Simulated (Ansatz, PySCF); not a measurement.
Dimer: HCl (SMILES Cl) (first 2 atoms) with CH4O (SMILES CO); geometry from B3LYP-D3(BJ)/def2-TZVP.
(charge 0, multiplicity 1):
```xyz
8

Cl     0.663    -0.265     0.251
H      0.000    -0.386     1.378
C      0.170     0.132     3.927
O     -0.759    -0.398     2.976
H      0.439     1.165     3.693
H      1.062    -0.487     3.866
H     -0.234     0.076     4.941
H     -1.564     0.131     2.986
```

Basis-set superposition error: the interaction energy with monomers in their own basis, and in the dimer's basis (counterpoise).

Codes used: Ansatz (Gaussian basis) for Hartree–Fock, density functionals and correlated methods; PySCF for 6-31G* rows. 

| level | uncorrected (kJ/mol) | counterpoise (kJ/mol) | difference |
|---|---|---|---|
| HF/6-31G* | -25.2 | -19.5 | 5.7 |
| r2SCAN/def2-TZVPPD | -32.0 | -31.6 | 0.4 |
| B97M-V/def2-TZVPPD | -29.9 | -29.5 | 0.4 |
| B3LYP/6-31G* | -38.2 | -30.8 | 7.3 |
| B3LYP/def2-TZVPPD | -24.8 | -24.4 | 0.4 |
| PBE0/def2-TZVPPD | -29.1 | -28.7 | 0.4 |
| BHLYP/def2-TZVPPD | -26.2 | -25.8 | 0.3 |
| B2PLYP/def2-TZVPPD | -27.4 | -26.2 | 1.2 |
| MP2/6-31G* | -37.0 | -26.5 | 10.5 |
| MP2/aug-cc-pV(D+d)Z | -32.8 | -27.2 | 5.7 |

The error is largest for MP2/6-31G* (10.5 kJ/mol) and smallest for BHLYP/def2-TZVPPD (0.3 kJ/mol).

Ansatz is a quantum-chemistry and plane-wave program.
